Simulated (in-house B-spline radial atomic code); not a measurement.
Zn is squeezed into an impenetrable sphere of radius R (the orbitals vanish at R). Computed with a radial B-spline atomic code at the basis-set limit: Dirac-Kohn-Sham LDA VWN5, spherical fractional occupations, Fermi nucleus of rms radius 3.9283 fm.

Energies in eV above the free atom in [Ar] 3d10 4s2:

| R (bohr) | highest level (eV) | [Ar] 3d10 4s2 | [Ar] 3d10 4s1 4f1 | [Ne] 3s2 3p5 3d10 4s2 4d1 |
| --- | --- | --- | --- | --- |
| 7.47 | -6.08 | 0.0675 | 15.81 | 92.76 |
| 6.87 | -5.96 | 0.1458 | 17.32 | 93.51 |
| 5.28 | -4.91 | 1.111 | 24.53 | 97.74 |
| 4.36 | -2.83 | 3.709 | 33.68 | 104.5 |
| 3.47 | 2.88 | 12.94 | 53.13 | 122.4 |
| 3.04 | 9.24 | 25.07 | 72.12 | 142.4 |
| 2.55 | 24.2 | 57.51 | 113.6 | 190.6 |
| 2.2 | 46.4 | 112 | 173.5 | 265.5 |
| 1.89 | 85.1 | 218.1 | 279.4 | 402.6 |
| 1.53 | 186 | 536.8 | 576.3 | 790.2 |

Problem. Does [Ar] 3d10 4s1 4f1 fall below [Ar] 3d10 4s2 under compression?

Solution. No, it stays above over the whole range.

Problem. Does [Ne] 3s2 3p5 3d10 4s2 4d1 fall below [Ar] 3d10 4s2 under compression?

Solution. No, it stays above over the whole range.

The highest level is first positive in the row R = 3.47 bohr, pushed up by confinement above the zero of the free ion's potential. Each configuration is held fixed and needn't be the lowest in the sphere.
